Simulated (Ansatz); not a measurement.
The cluster VB₆⁺. The state is a singlet with charge 1. Geometry r2SCAN-D4/def2-SVP; atoms count from 1.

```xyz
7

V     0.904   -1.407   -1.129
B    -0.899    0.217    1.394
B     1.424    0.298   -0.399
B    -1.428    0.687   -0.002
B     0.472    0.802    0.776
B    -0.203    0.302   -0.971
B    -0.271   -0.899    0.331
```

The restricted singlet is unstable towards broken spin symmetry at other levels; at PBE0-D4/def2-TZVP this wasn't settled. No other spin state of charge 1 was run. The geometry of the singlet was relaxed on an unsound state (restricted singlet, unstable towards broken spin symmetry at other levels and untested here). Another isomer (singlet) lies 0.32 eV lower at PBE0-D4/def2-TZVP; other spin states weren't run for this one.

Q: Estimate the Mulliken populations from the PBE0/def2-TZVP orbitals of Ansatz.

A: 
| atom | charge (e) | d electrons |
| --- | --- | --- |
| V1 | 0.73 | 3.64 |
| B2 | 0.41 | – |
| B3 | 0.05 | – |
| B4 | 0.01 | – |
| B5 | -0.03 | – |
| B6 | -0.01 | – |
| B7 | -0.16 | – |
Mulliken values and Mayer orders depend strongly on the basis.

Q: And the Mayer bond orders between bonded heavy atoms (over 0.3)?

A: V1–B3 1.47 (1.93 Å); V1–B6 0.93 (2.04 Å); V1–B7 1.41 (1.94 Å); B2–B4 1.10 (1.57 Å); B2–B5 0.91 (1.61 Å); B2–B7 0.80 (1.66 Å); B3–B5 1.15 (1.59 Å); B3–B6 0.56 (1.72 Å); B4–B6 1.13 (1.61 Å); B4–B7 0.42 (1.99 Å); B5–B6 0.41 (1.94 Å); B5–B7 0.40 (1.91 Å); B6–B7 0.40 (1.77 Å). Values over 0.3 also appear between atoms too far apart for a bond (V1–B4 0.32 at 3.33 Å; V1–B5 0.35 at 2.95 Å; B4–B5 0.40 at 2.06 Å); they arise where an orbital or an unpaired electron spreads over both atoms.
